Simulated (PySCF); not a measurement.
Species: C7H8.
SMILES: `CC#C[C@H]1C=CC1`

The closed-shell SCF was solved with PySCF and density fitting under several settings on one GFN2-xTB geometry (grid level 2 and gas phase unless stated).

```csv
settings,basis functions,SCF cycles,E (Eh),HOMO (eV),LUMO (eV),dipole (D)
"PBE0/aug-cc-pVDZ, fitting basis def2-qzvpp-jkfit, level shift 0.2 Eh",233,11,-271.1314,-6.95,-0.03,0.24
"B97-D/6-31G*, IEF-PCM cyclohexane, fitting basis def2-qzvpp-jkfit, energy threshold 1e-08 Eh",114,10,-271.2110,-5.44,-0.14,0.21
```

Q: Estimate the rows for these settings: (1) PBE0/pcSseg-0; (2) B97-D/3-21G, fitting basis def2-qzvpp-jkfit.

A: 
```
                                   settings  basis functions  SCF cycles     E (Eh)  HOMO (eV)  LUMO (eV)  dipole (D)
                              PBE0/pcSseg-0               79          13  -270.5005      -7.13       0.48        0.29
B97-D/3-21G, fitting basis def2-qzvpp-jkfit               79          11  -269.7270      -5.59      -0.12        0.25
```

Q: Over all rows, what range does the HOMO–LUMO gap span?

A: From 5.30 eV (B97-D/6-31G*, IEF-PCM cyclohexane, fitting basis def2-qzvpp-jkfit, energy threshold 1e-08 Eh) to 7.61 eV (PBE0/pcSseg-0). The functional of the narrowest has no exact exchange, that of the widest 25 % exact exchange.

Q: And the dipole moment?

A: From 0.21 D (B97-D/6-31G*, IEF-PCM cyclohexane, fitting basis def2-qzvpp-jkfit, energy threshold 1e-08 Eh) to 0.29 D (PBE0/pcSseg-0); the largest is 1.38 times the smallest, and the median is 0.24 D.

Q: Compare two rows with the functional PBE0: PBE0/aug-cc-pVDZ, fitting basis def2-qzvpp-jkfit, level shift 0.2 Eh and PBE0/pcSseg-0. Which energy is lower, and by how much?

A: PBE0/aug-cc-pVDZ, fitting basis def2-qzvpp-jkfit, level shift 0.2 Eh (233 functions) lies 0.6309 Eh or 396 kcal/mol below PBE0/pcSseg-0 (79 functions).

Whole jobs, the steps after the SCF included, on an Arm Neoverse V1 with one thread, no GPU (shared host):

```
                                                                                    settings                                                       work after the SCF  wall time  peak memory
                        PBE0/aug-cc-pVDZ, fitting basis def2-qzvpp-jkfit, level shift 0.2 Eh          shieldings, ring-centre shieldings, charges and field gradients       36 s     0.79 GiB
B97-D/6-31G*, IEF-PCM cyclohexane, fitting basis def2-qzvpp-jkfit, energy threshold 1e-08 Eh              25 singlets by TDA, 5 Tamm–Dancoff triplets, polarisability       14 s     0.67 GiB
                                                                               PBE0/pcSseg-0                                       shieldings, ring-centre shieldings      5.7 s     0.50 GiB
                                                 B97-D/3-21G, fitting basis def2-qzvpp-jkfit  spin–spin couplings from 15 perturbed nuclei, spin–dipole term left out      8.6 s     0.43 GiB
```

B97-D ran without the empirical dispersion term, which would shift the total energy alone. Cycle counts include a coarse-grid stage where the run had one. All basis functions are spherical, in the Pople sets too. Geometry: GFN2-xTB; no vibrations or thermal averaging.
